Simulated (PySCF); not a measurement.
## Telling isomers of C4H9FO2Si2 apart by NMR

Theory: σ from GIAO-PBE0/pcSseg-1, geometry from GFN2-xTB, in PySCF 2.14 (no relativistic terms, no solvent model, averaged over atoms made equivalent by symmetry, fast rotation or ring inversion, single conformer).

Shifts are taken against calculated references (same method and geometry level): ¹H (31.72 ppm) and ¹³C (186.93 ppm) against TMS. Splittings of carbon signals by F and P are missing where no couplings were computed. Where no couplings were computed, multiplicities follow the n + 1 count of equivalent neighbours, and m marks all less simple cases (inequivalent or close neighbours, rings, F or P nearby). Acid and N–H amide carbonyl carbons lie up to 10 ppm further downfield in solution (hydrogen bonding). Shifts are as computed. Against solution values, carbons near 30 ppm lie about +3 ppm off and those near 130 ppm about +5 ppm. Of 1309 compounds with measured shifts, 239 miss one by over three times the rms of a fit or turn the order of signals round; such compounds aren't used in these exercises. OH and NH positions are gas-phase values without hydrogen bonding to other molecules.

(1) Tabulate the signals of `O=C(O)[SiH2]C/C([SiH3])=C\F`, `CO[C@H]1O[SiH2]C(F)=C[SiH2]1`, `COC1=C(C)O[Si@H](F)[SiH2]1` and their relative energies.

(2) What is the quickest way to tell O=C(O)[SiH2]C/C([SiH3])=C\F from COC1=C(C)O[Si@H](F)[SiH2]1?

(3) What is the quickest way to tell CO[C@H]1O[SiH2]C(F)=C[SiH2]1 from COC1=C(C)O[Si@H](F)[SiH2]1?

(4) What is the quickest way to tell O=C(O)[SiH2]C/C([SiH3])=C\F from CO[C@H]1O[SiH2]C(F)=C[SiH2]1?

Results:

(1) 
```json
{"SMILES": "O=C(O)[SiH2]C/C([SiH3])=C\\F", "carbon types": "2×C 1×CH 1×CH2", "δC": "185.3, 161.4, 113.2, 10.8", "δH": "6.79 (br s, 1H), 6.70 (m, 1H), 4.43 (t, 2H), 4.17 (s, 3H), 2.26 (t, 2H)", "E rel. (kcal/mol)": "43.6"}
{"SMILES": "CO[C@H]1O[SiH2]C(F)=C[SiH2]1", "carbon types": "1×C 2×CH 1×CH3", "δC": "184.5, 115.5, 99.2, 58.5", "δH": "6.14 (m, 1H), 5.16 (m, 1H), 5.05 (m, 1H), 4.82 (m, 1H), 4.68 (m, 1H), 4.31 (m, 1H), 3.69 (s, 3H)", "E rel. (kcal/mol)": "42.1"}
{"SMILES": "COC1=C(C)O[Si@H](F)[SiH2]1", "carbon types": "2×C 2×CH3", "δC": "160.7, 140.8, 62.1, 17.1", "δH": "5.45 (m, 1H), 4.70 (m, 1H), 4.17 (m, 1H), 3.87 (s, 3H), 2.02 (s, 3H)", "E rel. (kcal/mol)": "0.0"}
```

Energies are electronic energies at PBE0/pcSseg-1 on these geometries, without zero-point or thermal terms, each for the one conformer computed, which needn't be the lowest.

(2) Both give the same number of carbon signals, but DEPT or the intensities differ. The first has an alkene CH at 161.4 ppm, the second a methyl carbon bonded to O (CH3) at 62.1 ppm. Their most deshielded carbons lie at 185.3 and 160.7 ppm. In the proton spectra the most deshielded non-exchanging signals are 6.70 (m, 1H) and 5.45 (m, 1H).

(3) Both give the same number of carbon signals, but DEPT or the intensities differ. The first has an alkene CH at 115.5 ppm, the second an alkene carbon bearing oxygen (C) at 140.8 ppm. Their most deshielded carbons lie at 184.5 and 160.7 ppm. In the proton spectra the most deshielded non-exchanging signals are 6.14 (m, 1H) and 5.45 (m, 1H).

(4) Both give the same number of carbon signals, but DEPT or the intensities differ. The first has a fully substituted alkene carbon (C) at 113.2 ppm, the second an sp3 carbon bearing two oxygens (CH) at 99.2 ppm. Their most deshielded carbons lie at 185.3 and 184.5 ppm. In the proton spectra the most deshielded non-exchanging signals are 6.70 (m, 1H) and 6.14 (m, 1H).
